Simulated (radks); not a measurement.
Values are calculated unless marked as measured or tabulated.
Coherent X-ray form factor from a spherical all-electron density. Code: a radial shooting solver on a logarithmic mesh with Libxc functionals. Model: Dirac Kohn-Sham, LDA (Slater exchange, Perdew-Wang correlation), spin-unpolarised, spherical densities, finite nucleus; Fermi nuclear charge, rms radius of each element as measured or else 0.836 A^(1/3) + 0.57 fm.

sin(theta)/lambda (1/angstrom)  f0 (electrons)
0.05                                    41.984
0.1                                     39.534
0.15                                    36.659
0.2                                     33.896
0.25                                    31.374
0.3                                     29.099
0.4                                     25.268
0.5                                     22.313
0.6                                     20.018
0.8                                     16.452
1                                       13.452
1.25                                    10.360
1.5                                      8.179
2                                        5.961

The species is in the configuration that NIST lists as its ground one. Which atom or ion scatters so?

Answer. Neutral technetium, [Kr] 4d5 5s2. Extrapolating in s^2 from the first two rows gives f0(0) = 42.8, near the electron count 43; among species with that count, the fall with angle is slower the higher Z, and the table is that of Z = 43; from so few rows the species is fixed only to a neighbour or two.
